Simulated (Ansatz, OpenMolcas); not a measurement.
Errors in the atomisation enthalpy at 298 K

6 molecules holding an element from Na to Cl; the atomisation enthalpy at 298 K in kJ/mol, computed less measured. Shapes, held fixed at every level: PBE0-D4/def2-TZVP. Flexible molecules stand in one conformer, not always the lowest. Thermal terms are harmonic and unscaled (PBE0-D4/def2-TZVP); the spin-orbit lowering of the free atoms is taken from their spectra. Programs: Ansatz 0.2.0, OpenMolcas 26.06. Measured values: Active Thermochemical Tables, CRC Handbook of Chemistry and Physics, NIST-JANAF tables.

Levels: A = HF/3-21G; B = B3LYP-D4/def2-TZVPP; C = PBE0-D4/def2-TZVPP; D = MP2/def2-TZVPP.

```json
{"molecule": "CS2 (SMILES S=C=S)", "from tabulated heats": "1154", "A": "-718", "B": "+5", "C": "+28", "D": "+32"}
{"molecule": "H2S2 (SMILES SS)", "from tabulated heats": "974", "A": "-628", "B": "-6", "C": "-2", "D": "-40"}
{"molecule": "SiCl4 (silicon tetrachloride)", "from tabulated heats": "1598", "A": "-902", "B": "-51", "C": "+5", "D": "+25"}
{"molecule": "PH2(PH2) (diphosphine)", "from tabulated heats": "1484", "A": "-804", "B": "+25", "C": "-12", "D": "-104"}
{"molecule": "C2H3ClO (SMILES CC(=O)Cl)", "from tabulated heats": "2700", "A": "-1067", "B": "-6", "C": "+24", "D": "0"}
{"molecule": "C3H5Cl (2-chloropropene)", "from tabulated heats": "3383", "A": "-1072", "B": "-7", "C": "+28", "D": "-34"}
```

Question: Sum up the errors.

Answer: 
```csv
level,kind,mean error,mean absolute error,worst case
HF/3-21G,Hartree–Fock,-865.2,865.2,C3H5Cl
B3LYP-D4/def2-TZVPP,global hybrid,-6.7,16.7,SiCl4
PBE0-D4/def2-TZVPP,global hybrid,+11.8,16.5,CS2
MP2/def2-TZVPP,perturbation theory,-20.2,39.2,PH2(PH2)
```

On this set PBE0-D4/def2-TZVPP has the smallest mean absolute error and HF/3-21G the largest. HF/3-21G is too low in 6 of 6; B3LYP-D4/def2-TZVPP is too low in 4 of 6; PBE0-D4/def2-TZVPP is too high in 4 of 6. The heats of PH2(PH2), C3H5Cl come from older tables and can be uncertain by 10 kJ/mol or more. The smallest two are near a tie. For HF/3-21G the error grows with the size of the molecule. Hartree–Fock lacks correlation and underbinds. Rows in very small basis sets show the basis more than the method. Correlated wave functions converge slowly with the basis. The set is small.
